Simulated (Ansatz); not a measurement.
Input file for Ansatz (a program for electronic structure): U-wB97X-V/def2-TZVPP on SN, 2S+1 = 2, a spin state set in the input, which need not be the lowest, a point of a bond scan (R = 1.491 Å).

Ansatz 0.2 input:
```yaml
crystal:
  periodic: [false, false, false]
  atoms:
    - {symbol: N, position_ang: [0.00000000, 0.00000000, 0.00000000]}
    - {symbol: S, position_ang: [0.00000000, 0.00000000, 1.49144000]}
basis:
  gaussian:
    orbitals: def2-TZVPP
    pivot_positions_ang: [[0.00000000, 0.00000000, 0.00000000], [0.00000000, 0.00000000, 1.49144000]]
hamiltonian:
  xc: {name: wB97X-V}
magnetization: {spin_polarized: true, initial_magnetization: 1}
output: {forces: true, orbitals: {seedname: ./end}}
```

Q: Predict the final total energy.

A: -452.8163 hartree.
